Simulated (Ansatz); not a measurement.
Geometry optimisation, Ansatz 0.2.0, RKS PBE0-D4/6-31G*.

The input (input.yaml):

```yaml
crystal:
  periodic: [false, false, false]
  atoms:
    - { symbol: B, position_ang: [0.0, 0.0, 0.0] }
    - { symbol: H, position_ang: [0.0, 0.0, 1.54] }
    - { symbol: "N", position_ang: [1.3423, 0.0, -0.775] }
    - { symbol: H, position_ang: [1.8089, -0.9179, -1.0268] }
    - { symbol: H, position_ang: [1.7937, 0.9179, -1.0532] }
    - { symbol: "N", position_ang: [-1.3423, 0.0, -0.775] }
    - { symbol: H, position_ang: [-2.0112, -0.8164, -0.6764] }
    - { symbol: H, position_ang: [-1.5914, 0.8164, -1.4036] }
    - { symbol: Cl, position_ang: [-0.2702, 2.0319, 0.6811] }
    - { symbol: H, position_ang: [-0.1156, 0.8691, 1.6586] }
basis:
  gaussian: { orbitals: "6-31G*" }
hamiltonian:
  xc: pbe0
  dispersion: d4
relax:
  f_tol: 0.15
  max_steps: 25
  restrain:
    - { distance: [0, 8], at: 1.86, k: 30.0 }
    - { distance: [9, 1], at: 0.66, k: 30.0 }
    - { distance: [0, 1], at: 2.39, k: 30.0 }
    - { distance: [9, 8], at: 2.57, k: 30.0 }
```

Launched with:

```bash
$ ansatz run input.yaml --threads 1 --pin off --max-ram 2048MiB --backend cpu --events-out ev --progress --plain --runs-dir out
```

Where does it end, and by what steps?

The run converged. The restraints hold the end off the free minimum. After 8 steps the energy has fallen by 4.837 eV (the restraints' own energy left out); H8 moved furthest, 0.96 Å. Parted: Cl9–H10 (1.53 → 2.58 Å).

| step | energy less start (eV) | largest force component (eV/Å) | accepted |
| --- | --- | --- | --- |
| 0 | 0.0000 | 3.532 | yes |
| 1 | -1.3625 | 3.488 | yes |
| 2 | -2.5306 | 4.047 | yes |
| 3 | -3.5097 | 1.768 | yes |
| 4 | -4.0432 | 1.523 | yes |
| 5 | -4.3769 | 1.413 | yes |
| 6 | -4.6672 | 1.322 | yes |
| 7 | -4.7992 | 1.397 | yes |
| 8 | -4.8373 | 1.452 | yes |

```xyz
10
Properties=species:S:1:pos:R:3
B -0.037 0.627 -0.564
H -0.025 -0.005 1.753
N 1.223 0.034 -0.744
H 1.350 -0.875 -1.159
H 2.077 0.507 -0.501
N -1.275 0.028 -0.851
H -1.375 -0.942 -1.105
H -2.145 0.505 -0.682
Cl -0.070 2.361 0.041
H -0.110 0.661 1.981
```

The run took 35 s on 1 thread of Arm Neoverse V1, on a shared host, peak memory 0.15 GiB.
